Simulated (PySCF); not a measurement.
Indium: a sound run and one with changed settings

Sound run: In [Kr] 4d10 5s2 5p1, In⁺ [Kr] 4d10 5s2. Computed with PySCF 2.14 in x2c-SVPall (6s5p3d, 36 functions), with the spin-free X2C one-electron Hamiltonian (Gaussian nucleus). The sound run starts from symmetry-adapted Hartree-Fock orbitals and uses a fine grid where one is needed.

A second run was set up differently.

| species | method | sound run (hartree) | changed run (hartree) | converged |
| --- | --- | --- | --- | --- |
| In | UHF | -5877.61419 | -5877.61419 | yes |
| In | PBE0 | -5879.93707 | -5879.78139 | yes |
| In | MN15 | -5884.11036 | -5885.35088 | yes |
| In⁺ | UHF | -5877.42445 | -5877.42445 | yes |
| In⁺ | PBE0 | -5879.73103 | -5879.57575 | yes |
| In⁺ | MN15 | -5883.90084 | -5885.14274 | yes |

Ionisation energy of In:

```
method  sound run (eV)  changed run (eV)
   UHF           5.163             5.163
  PBE0           5.607             5.596
  MN15           5.702             5.664
```

Task: What was changed?
A. level shift left on
B. radial grid too coarse
C. basis contracted for another Hamiltonian
D. a valence shell is frozen

Result: B. It used radial step 0.5 in ln r (0.13 in the sound run). A coarse radial grid mis-integrates the density and the exchange-correlation energy, with errors of either sign; Hartree-Fock needs no grid.
